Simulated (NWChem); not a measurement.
C$_{2}$H$_{6}$OSe; SMILES COC[SeH]

```xyz
10

C     -0.7884     2.2350     0.0790
O      0.4491     1.7225    -0.3823
C      0.9047     0.6059     0.2991
Se    -0.0793    -1.1228    -0.0628
H     -0.9751     3.1547    -0.4794
H     -0.7493     2.4659     1.1553
H     -1.6063     1.5260    -0.1068
H      0.8975     0.7417     1.3879
H      1.9198     0.4068    -0.0455
H     -1.0813    -0.9451     1.0149
```
Atoms are numbered in this order, from 1.

All runs: NWChem. All runs use the structure optimised with B3LYP/6-31G* (spherical d).

For level PBE/def2-TZVP:

- highest occupied level (eV): -5.57
- orbital gap (eV): 4.65

Task: How do the values read with level CAM-B3LYP/def2-TZVP instead?

Result: The highest occupied level (eV) is -8.07. The orbital gap (eV) is 9.01.
